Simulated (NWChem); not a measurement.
Program: NWChem. System: H$_{3}$O$_{4}$Si, charge 0, spin multiplicity 2, at a geometry optimised with UPBE/def2-SVP. The structure started from a generated list of species. Its SCF solution wasn't tested for a lower state. Level: G0W0@UHF/def2-TZVP, RI basis def2-tzvp-rifit.

The NWChem input:

```
start mol
memory heap 200 mb stack 700 mb global 1700 mb
geometry units angstroms nocenter noautoz noautosym
  O     -1.144808     0.877523     0.888609
  Si    -0.043205     0.029520    -0.015490
  O     -0.778623    -1.146662    -0.929082
  O      0.921729     0.881314    -1.064482
  O      0.917064    -0.582320     1.222638
  H     -0.474920    -1.169251    -1.854239
  H      1.315811     1.693960    -0.702973
  H      0.441093    -1.176835     1.832600
end
basis spherical
  * library def2-tzvp
end
basis "ri basis" bse spherical
  * library def2-tzvp-rifit
end
dft
  xc hfexch
  odft
  mult 2
  iterations 100
  direct
  tolerances tight
end
task dft energy
gw
  method cdgw
  states alpha occ 4 vir 2
  states beta occ 4 vir 2
end
task dft gw
```

NWChem printed:

```
             Northwest Computational Chemistry Package (NWChem) 7.3.0
             --------------------------------------------------------

                                NWChem Input Module
                                -------------------

 Scaling coordinates for geometry "geometry" by  1.889725989
 (inverse scale =  0.529177249)

                             Geometry "geometry" -> ""
                             -------------------------

 Output coordinates in angstroms (scale by  1.889725989 to convert to a.u.)

  No.       Tag          Charge          X              Y              Z
 ---- ---------------- ---------- -------------- -------------- --------------
    1 O                    8.0000    -1.14480800     0.87752300     0.88860900
    2 Si                  14.0000    -0.04320500     0.02952000    -0.01549000
    3 O                    8.0000    -0.77862300    -1.14666200    -0.92908200
    4 O                    8.0000     0.92172900     0.88131400    -1.06448200
    5 O                    8.0000     0.91706400    -0.58232000     1.22263800
    6 H                    1.0000    -0.47492000    -1.16925100    -1.85423900
    7 H                    1.0000     1.31581100     1.69396000    -0.70297300
    8 H                    1.0000     0.44109300    -1.17683500     1.83260000

 Effective nuclear repulsion energy (a.u.)     252.7699391586

            Nuclear Dipole moment (a.u.)
            ----------------------------
        X                 Y               Z
 ---------------- ---------------- ----------------
     0.0000188973    -0.0000113384    -0.0000151178


 Summary of "ao basis" -> "" (spherical)
 ------------------------------------------------------------------------------
       Tag                 Description            Shells   Functions and Types
 ---------------- ------------------------------  ------  ---------------------
 *                         def2-tzvp                  on all atoms

 new library libraries.bse/

 Summary of "ri basis" -> "" (spherical)
 ------------------------------------------------------------------------------
       Tag                 Description            Shells   Functions and Types
 ---------------- ------------------------------  ------  ---------------------
 *                      def2-tzvp-rifit               on all atoms

  xc_inp: hfexch multiplicative factor not found.

                                 NWChem DFT Module
                                 -----------------

 Summary of "ao basis" -> "ao basis" (spherical)
 ------------------------------------------------------------------------------
       Tag                 Description            Shells   Functions and Types
 ---------------- ------------------------------  ------  ---------------------
 O                         def2-tzvp                11       31   5s3p2d1f
 Si                        def2-tzvp                13       37   5s5p2d1f
 H                         def2-tzvp                 4        6   3s1p

 Summary of "ao basis" -> "ao basis" (spherical)
 ------------------------------------------------------------------------------
       Tag                 Description            Shells   Functions and Types
 ---------------- ------------------------------  ------  ---------------------
 O                         def2-tzvp                11       31   5s3p2d1f
 Si                        def2-tzvp                13       37   5s5p2d1f
 H                         def2-tzvp                 4        6   3s1p
[...]
   alpha    101    102    103    104    105    106    107    108    109    110
    beta    101    102    103    104    105    106    108    107    109    110
 overlap   0.998  0.998  0.998  0.999  0.918  0.839  0.535  0.759  0.861  0.995

   alpha    111    112    113    114    115    116    117    118    119    120
    beta    111    112    113    114    115    116    117    118    119    120
 overlap   0.956  0.703  0.684  0.880  0.988  0.969  0.996  0.994  0.994  0.993

   alpha    121    122    123    124    125    126    127    128    129    130
    beta    121    122    123    125    129    130    125    126    127    128
 overlap   1.000  1.000  1.000  0.567  0.739  0.726  0.667  0.704  0.842  0.792

   alpha    131    132    133    134    135    136    137    138    139    140
    beta    131    132    133    134    135    137    136    138    139    140
 overlap   0.864  0.893  0.949  0.938  0.881  0.758  0.861  0.970  0.954  0.983

   alpha    141    142    143    144    145    146    147    148    149    150
    beta    141    142    143    144    145    146    147    148    149    150
 overlap   0.933  0.944  0.999  0.991  0.990  0.999  0.999  0.999  0.987  0.979

   alpha    151    152    153    154    155    156    157    158    159    160
    beta    151    152    153    154    155    156    157    158    159    160
 overlap   0.968  0.962  0.981  0.987  0.980  0.996  0.952  0.878  0.694  0.679

   alpha    161    162    163    164    165    166    167    168    169    170
    beta    161    162    163    164    165    166    168    167    169    170
 overlap   0.840  0.841  0.996  0.987  0.970  0.971  0.934  0.987  0.999  0.999

   alpha    171    172    173    174    175    176    177    178    179
    beta    171    172    173    174    175    176    177    178    179
 overlap   0.997  0.997  1.000  1.000  1.000  0.999  0.999  1.000  0.999

     --------------------------
     Expectation value of S2:
     --------------------------
      <S2> =      0.7569 (Exact =     0.7500)

 center of mass
 --------------
 x =  -0.02527801 y =   0.01285638 z =   0.01429896

 moments of inertia (a.u.)
 ------------------
         473.881026982915         -17.567697730436           5.934604625665
         -17.567697730436         484.678923884699          -6.830823500841
           5.934604625665          -6.830823500841         417.044537957803

     Multipole analysis of the density
     ---------------------------------

     L   x y z        total         alpha         beta         nuclear
     -   - - -        -----         -----         ----         -------
     0   0 0 0     -0.000000    -25.000000    -24.000000     49.000000

     1   1 0 0      0.205330      1.140524     -0.935212      0.000019
     1   0 1 0      0.114187     -0.730402      0.844601     -0.000011
     1   0 0 1     -0.244153     -0.943839      0.699702     -0.000015

     2   2 0 0    -28.895503    -72.457104    -67.273675    110.835276
     2   1 1 0      1.880825     -3.628244     -7.273636     12.782705
     2   1 0 1      0.362343      2.444794     -0.450054     -1.632397
     2   0 2 0    -23.566351    -69.029208    -66.094762    111.557619
     2   0 1 1     -1.321021     -2.568019     -0.089509      1.336508
     2   0 0 2    -23.419195    -87.603718    -84.159040    148.343564

 Task  times  cpu:       88.6s     wall:       88.6s

                                NWChem Input Module
                                -------------------

                                 NWChem GW Module
                                 ----------------

                             ***********************
                             ***        GW       ***
                             ***********************

 Summary of "ri basis" -> "ri basis" (spherical)
 ------------------------------------------------------------------------------
       Tag                 Description            Shells   Functions and Types
 ---------------- ------------------------------  ------  ---------------------
 O                      def2-tzvp-rifit             22       76   8s6p4d3f1g
 Si                     def2-tzvp-rifit             29      113   9s7p6d5f2g
 H                      def2-tzvp-rifit              7       15   4s2p1d

                 Memory Information
                 ------------------
          Available GA per process is          1699.5 MBs
          Available stack per process is        700.0 MBs
          Available heap per process is         199.9 MBs

          Peak memory in Initialization
              Peak GA per process is                 35.4 MBs
              Peak stack per process is               0.4 MBs
              Peak heap per process is               35.8 MBs
              Memory not in MA per process            0.0 MBs

          Peak memory in CDGW Calculation
              Peak GA per process is                 38.6 MBs
              Peak stack per process is               3.3 MBs
              Peak heap per process is                5.3 MBs
              Memory not in MA per process            0.1 MBs

          Computing 2-center integrals
          Computing Inverse Cholesky factor
          Computing 3-center integrals
          Computing Vxc
          Computing Sigma_x
          Computing W(iw) on the imaginary grid
          Solving quasiparticle equations

                  Alpha Orbitals
          State     Energy (eV)     Error (eV)
          -----------------------------------
@GW        22        -13.974           0.002
@GW        23        -13.618           0.003
@GW        24        -13.071           0.003
@GW        25        -12.707           0.003
@GW        26          2.448           0.002
@GW        27          3.559           0.004

                   Beta Orbitals
          State     Energy (eV)     Error (eV)
          -----------------------------------
@GW        21        -13.539           0.002
@GW        22        -13.388           0.002
@GW        23        -12.918           0.002
@GW        24        -12.656           0.003
@GW        25         -0.745           0.002
@GW        26          2.488           0.002

     GW Timing Statistics
   ------------------------
   Init.   :          0.1s
     ERIs  :          2.2s
     Distr.:          0.1s
     Vxc   :          3.3s
   Vmo     :          0.0s
   iW      :          8.3s
   I_n     :          0.0s
   R_n     :          0.3s
   GW total:         14.4s

 Task  times  cpu:       14.4s     wall:       14.4s

 Total times  cpu:      103.0s     wall:      103.0s
```
